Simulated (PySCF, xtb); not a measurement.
CH7FN2Si, SMILES CN[Si@H](N)F.

GFN2-xTB (xtb) at its own geometry gives an orbital gap of 6.06 eV and a dipole moment of 3.01 D.

Geometry optimised at r2SCAN-D4/def2-SVP. The structure was generated by enumeration; whether it is a known compound was not checked. One conformer was computed; it need not be the lowest.

What does PBE/def2-TZVP (PySCF) give? (An estimate is asked for; the answer gives what the named calculation found.)

gap 5.90 eV (levels -5.72 and 0.18 eV), dipole 2.22 D.
